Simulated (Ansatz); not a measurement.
Molecule: sum formula H₇Si₃O₂ (charge 0, doublet). It need not be the lowest isomer of its formula. 
Geometry from a B3LYP-D3(BJ)/def2-TZVP (Ansatz, a program for electronic structure) optimisation:
```xyz
12

Si     0.0305    -1.3018     0.6623
O      1.3760    -0.5200     0.1474
Si     2.0998     0.9204    -0.1733
O     -1.3080    -0.6394    -0.0106
Si    -2.1573     0.7101    -0.4077
H      0.1237    -2.7059     0.1681
H      2.4265     0.9881    -1.6140
H      1.1862     2.0339     0.1763
H      3.3385     1.0285     0.6264
H     -2.3271     1.5726     0.7838
H     -1.4333     1.4660    -1.4551
H     -3.4797     0.2919    -0.9168
```
Charge 0, spin multiplicity 2.

Property: atomisation energy (electronic, to ground-state atoms); the coupled-cluster value holds the core correlation from cc-pwCVTZ, in kcal/mol. Correlated levels leave the core frozen unless marked. Open shells are spin-unrestricted. Spin-orbit coupling is left out. No relativistic terms. CBS marks a two-point X^-3 extrapolation of the correlation energy; Hartree-Fock from the larger set.

Level to compare with: CCSD(T)/CBS(cc-pV(T+d)Z,cc-pV(Q+d)Z) plus the core term (Ansatz), 982.3 kcal/mol. It is a level with limits of its own, and the differences hold the functionals' basis error too.

Question: Rank these functionals by how close they come to CCSD(T)/CBS(cc-pV(T+d)Z,cc-pV(Q+d)Z), closest first: PBE/def2-TZVPD (Ansatz); CAM-B3LYP/def2-TZVPD (Ansatz); revPBE/def2-TZVPD (Ansatz).

Answer: CAM-B3LYP/def2-TZVPD (range-separated hybrid, 976.1 kcal/mol, difference -6.2), PBE/def2-TZVPD (GGA, 959.5 kcal/mol, difference -22.8), revPBE/def2-TZVPD (GGA, 928.2 kcal/mol, difference -54.1)
